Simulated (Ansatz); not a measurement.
Input for Ansatz (a first-principles code): R-CCSD(T)/def2-TZVPP on Cl2Ge (SMILES [Cl][Ge][Cl]).

Ansatz 0.2 input:
```yaml
crystal:
  periodic: [false, false, false]
  atoms:
    - {symbol: Ge, position_ang: [-0.00000000, 0.00000000, -0.94039818]}
    - {symbol: Cl, position_ang: [1.69428794, 0.00000000, 0.47019909]}
    - {symbol: Cl, position_ang: [-1.69428794, -0.00000000, 0.47019909]}
basis:
  gaussian:
    orbitals: def2-TZVPP
magnetization: {spin_polarized: false}
correlation: {method: ccsd_t, electrons: outside_noble_gas}
scf: {lower_state_search: off}
```

Program output:

```
WARN ansatz: RAYON_NUM_THREADS=4 ignored (pool sized by the plan → 4); use --threads N
Functional definition: HF
these checks for a lower state are left out or cut short: stability, starts, cluster_reference, orbital_swaps, neighbouring_geometries, increment
integrals: 0.24 GiB planned
825 factors; integrals over basis functions are off by at most 6.9e-4 eV
mean field: 0.42 GiB planned
mean field evaluation 1: about -81482.5755 eV, gradient 1.9e1 eV
mean field evaluation 2: about -81482.6738 eV, gradient 2.0e1 eV
mean field evaluation 4: about -81483.9736 eV, gradient 2.0e0 eV
mean field evaluation 8: about -81484.0034 eV, gradient 7.4e-2 eV
mean field -81484.00341644 eV, -2994.4818937129 hartree, gradient 1.5e-6 eV, S^2 0.000000; 0 other end points of the search recorded, 0 dependent functions left out
24 core orbitals not correlated
reference -81484.00341644 eV, -2994.4818937129 hartree; 9, 9 occupied and 99, 99 virtual orbitals, 825 factors
second order -12.67805632 eV of doubles, -0.00000000 eV of singles
coupled cluster: 0.41 GiB planned
cycle   1  -13.33945952 eV  change   -6.6e-1 eV  update   8.3e-2
cycle   2  -13.64333574 eV  change   -3.0e-1 eV  update   2.6e-2
cycle   3  -13.71583912 eV  change   -7.3e-2 eV  update   1.5e-2
cycle   4  -13.70537515 eV  change    1.0e-2 eV  update   4.1e-3
cycle   5  -13.70357609 eV  change    1.8e-3 eV  update   1.6e-3
cycle   6  -13.70376965 eV  change   -1.9e-4 eV  update   5.7e-4
cycle   7  -13.70367876 eV  change    9.1e-5 eV  update   2.0e-4
cycle   8  -13.70370017 eV  change   -2.1e-5 eV  update   6.1e-5
cycle   9  -13.70370346 eV  change   -3.3e-6 eV  update   1.8e-5
perturbative correction -0.63529813 eV, -0.0233467757 hartree
Total energy: -81498.34241803 eV, -2995.0088423022 hartree
Checks for a lower state left out: stability, starts, cluster_reference, orbital_swaps, neighbouring_geometries, increment
```

Self-consistency was reached.

Cost: about 11 core-seconds (a rough figure).
